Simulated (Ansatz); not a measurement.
C2H8AlNSi can be A, `C=C([SiH3])[NH][AlH2]`, or B, `N=[CH][AlH][CH2][SiH3]`.

Isolated molecules relaxed with PBE0-D4/def2-TZVP in Ansatz; ΔE leaves out vibrations. CBS: MP2 limit from def2 TZ/QZ plus the TZ coupled-cluster correction, frozen cores. Functionals use def2-TZVPP. B3LYP here is the variant with VWN-RPA as its local correlation; programs differ in this. Each species was taken in one conformer, which may not be the lowest.

(1) Which is lower in electronic energy at CCSD(T)/CBS, and by how much? (Estimate.)

(2) Give E(B) − E(A) in kcal/mol with PBE-D4, B3LYP-D4, MP2/def2-TZVPP, CCSD(T)/def2-TZVPP, ωB97M-V, HF/def2-TZVPP, B2PLYP. (Best estimate.)

Largest T1 diagnostic: 0.013.

Results:

(1) Ansatz gave: A, by 15.3 kcal/mol.

(2) Ansatz gave: PBE-D4 16.0, B3LYP-D4 17.5, MP2/def2-TZVPP 16.4, CCSD(T)/def2-TZVPP 14.8, ωB97M-V 15.1, HF/def2-TZVPP 15.3, B2PLYP 15.8. None reverses the order clearly.

The D4 term adds +2.0 kcal/mol with B3LYP and +1.0 kcal/mol with PBE0; it sums over pairs of atoms, weighted by their polarisabilities, and B3LYP, whose exchange is more repulsive, gets the larger term.
